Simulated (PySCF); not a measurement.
# Exercise with solution: oscillator strength and radiative lifetime

C3H7NSi, SMILES [SiH3]N1CC=C1.

The structure is a stationary point at TPSSh-D3(BJ)/def2-SVP. The structure was generated by enumeration, and PubChem lists no compound with its InChIKey, so it may never have been made.

TDDFT-LC-ωPBE/def2-SVPD (PySCF) puts the first singlet state with f over 0.02 at 5.89 eV (vertical), with the transition dipole (1.085, -0.133, 0.259) in atomic units.

### Question
Find the oscillator strength, the wavelength and the radiative lifetime that this transition would have in vacuum if emission retraced absorption.

### Answer

|μ|² = 1.2620 au, so |μ| = 2.86 D. ΔE = 5.89/27.211 = 0.2165 hartree. f = (2/3) ΔE |μ|² = 0.182 (the program prints 0.182).
λ = 1239.84/5.89 = 210 nm; ν = 47506 cm⁻¹.
Einstein's coefficient A = 0.6670 ν² f s⁻¹ (ν in cm⁻¹) = 2.7e8 s⁻¹, so τ = 1/A = 3.6 ns. This state is S1. The figure is the radiative limit of this one transition; relaxation, internal conversion, crossing to triplets and a medium change what is measured.
